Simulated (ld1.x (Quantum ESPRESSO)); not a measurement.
## Before and after: TM potential for Mo (Z = 42)

```
Element                 : molybdenum
Generator               : ld1.x (Quantum ESPRESSO) 7.5
Type                    : norm-conserving Troullier–Martins (Kleinman–Bylander form)
Functional              : PBE
Relativity              : scalar-relativistic
Frozen core             : [Kr]
Valence charge          : 6
Reference configuration : 4d4 5s0 5p0 (charge +2)
Partial waves           : 5s (bound, empty): rc 2.50 bohr; 5p (bound, empty): rc 2.55 bohr; 4d (bound): rc 1.90 bohr
Local potential         : all-electron potential smoothed inside 1.60 bohr (lloc = -2)
Core correction         : Bessel-smoothed model core inside 2.00 bohr
```

All-electron outer shells of the reference configuration (PBE, scalar-relativistic, ld1.x):

```json
{"shell": "4p", "level (eV)": "-56.75", "outermost node (bohr)": "0.52", "outermost maximum (bohr)": "1.06"}
{"shell": "4d", "level (eV)": "-20.83", "outermost node (bohr)": "0.53", "outermost maximum (bohr)": "1.35"}
{"shell": "5s", "level (eV)": "-17.70", "outermost node (bohr)": "1.32", "outermost maximum (bohr)": "2.62"}
{"shell": "5p", "level (eV)": "-12.69", "outermost node (bohr)": "1.49", "outermost maximum (bohr)": "3.12"}
```

Change: local potential the s channel.

Cutoffs: the cutoffs (Ry, on a coarse ladder) from which the occupation-weighted sum of valence levels, in a spherical-Bessel basis at the reference potential, stays within 10 and 1 mRy of its value at 400 Ry; they do not see the model core or the augmentation charge, which bear on the density cutoff. Errors are all-electron minus pseudo energies relative to the spin-unpolarised reference configuration.

Problem. What does the change do?

Solution. The potential gets neither clearly harder nor softer (40 Ry and 50 Ry → 40 Ry and 50 Ry); the bound ghost in p, s disappears; of the 7 tests that both files solve, the error grows in 6 and shrinks in 1 by more than 15 % and 0.3 meV (median size 75.1 → 139.4 meV); the range in which the p phases agree widens (upper end -0.8 → 2.0); the range in which the d phases agree narrows (upper end at the end of the scan → -0.2). In the separable form a ghost depends on how the local part lies against the semilocal potential of the channel, so the choice of the local part can create or remove one.

```csv
quantity,base,changed
"cutoff, loose",40 Ry,40 Ry
"cutoff, tight",50 Ry,50 Ry
bound ghosts,"s, p",none
"error for 4d5 5s1 5p0, meV [ΔE -22.35 eV]",-51,-98
"error for 4d5 5s0 5p0, meV [ΔE -15.46 eV]",-75,-139
"error for 4d3 5s0 5p0, meV [ΔE 26.74 eV]",-168,-242
"error for 4d5.5 5s0.5 5p0, meV [ΔE -22.07 eV]",-98,-200
"error for 4d4 5s1 5p1, meV [ΔE -18.61 eV]",+14,-11
"error for 4d2 5s0 5p0, meV [ΔE 66.25 eV]",-855,-1091
"error for 4d5 5s0.5 5p0, meV [ΔE -19.62 eV]",-61,-119
s: phases at 2.73 bohr within 0.05 rad from the reference energy up to (Ry; the scan ends near 5),2.0,1.1
p: phases at 2.73 bohr within 0.05 rad from the reference energy up to (Ry; the scan ends near 5),-0.8,2.0
d: phases at 2.73 bohr within 0.05 rad from the reference energy up to (Ry; the scan ends near 5),to the end of the scan,-0.2
```

Base: These tests converged, but a pseudo level misses the all-electron one widely, so the file describes the atom poorly there or has found another state: 4d3 5s0 5p0: empty 5p by 2.7 eV. A true bound ghost makes a file unfit for plane-wave use even where its test errors are small: the radial tests pick states by their node count and pass the ghost by.
